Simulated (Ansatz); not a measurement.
Molecule: C$_{2}$H$_{6}$BO, net charge 0, doublet state. SMILES: C[B]OC
Geometry from a B3LYP-D3(BJ)/def2-TZVP (Ansatz, a first-principles code) optimisation:
```
B
O 1 1.3320
C 2 1.4290 1 124.24
H 3 1.0898 2 108.38 1 -120.76
H 3 1.0898 4 109.26 2 117.91
H 3 1.0907 4 109.97 5 120.78
C 1 1.5611 2 124.08 3 180.00
H 7 1.0932 1 110.40 2 -121.50
H 7 1.0932 8 106.11 1 119.63
H 7 1.0956 8 108.75 9 116.83
```
Charge 0, spin multiplicity 2.

Wanted: atomisation energy, in kcal/mol. Conventions: atomisation electronic, to ground-state atoms; frozen cores in correlated levels; UHF or UKS for open shells; non-relativistic; spin-orbit terms left out; no dispersion term unless named; 6-31G* and kin with 6d, 5d where marked. CBS marks a two-point X^-3 extrapolation of the correlation energy; Hartree-Fock from the larger set. Ab initio and DFT rows: single points at B3LYP-D3(BJ) geometries (Ansatz).

```json
[
 {"species": "C[B]OC", "coefficient": "-1", "E at PBE/6-31G* (Ansatz), Eh": "-179.61993", "E at wB97X-V/def2-TZVPD (Ansatz), Eh": "-179.87839"},
 {"species": "B atom", "coefficient": "+1", "E at PBE/6-31G* (Ansatz), Eh": "-24.60094", "E at wB97X-V/def2-TZVPD (Ansatz), Eh": "-24.65384"},
 {"species": "C atom", "coefficient": "+2", "E at PBE/6-31G* (Ansatz), Eh": "-37.78288", "E at wB97X-V/def2-TZVPD (Ansatz), Eh": "-37.84665"},
 {"species": "H atom", "coefficient": "+6", "E at PBE/6-31G* (Ansatz), Eh": "-0.49743", "E at wB97X-V/def2-TZVPD (Ansatz), Eh": "-0.50049"},
 {"species": "O atom", "coefficient": "+1", "E at PBE/6-31G* (Ansatz), Eh": "-74.97380", "E at wB97X-V/def2-TZVPD (Ansatz), Eh": "-75.06921"}
]
```

Coupled cluster (Ansatz) is a level with limits of its own, used here on species with T1 under 0.025 (0.045 for open shells) and stable references: CCSD(T)/CBS(cc-pVTZ,cc-pVQZ). Value to compare with, CCSD(T)/CBS(cc-pVTZ,cc-pVQZ) (Ansatz): 913.3 kcal/mol. 1 Eh = 627.5095 kcal/mol.

Question: Compute it at each level from the table, and compare with CCSD(T)/CBS(cc-pVTZ,cc-pVQZ) (Ansatz).

Answer: 
- PBE/6-31G*: the sum of coefficient times E is 1.49485 Eh, or 938.03 kcal/mol. Result: 938.0 kcal/mol. Its difference against CCSD(T)/CBS(cc-pVTZ,cc-pVQZ) (Ansatz) is 24.7 kcal/mol.
- wB97X-V/def2-TZVPD: the sum of coefficient times E is 1.45910 Eh, or 915.60 kcal/mol. Result: 915.6 kcal/mol. Its difference against CCSD(T)/CBS(cc-pVTZ,cc-pVQZ) (Ansatz) is 2.3 kcal/mol.
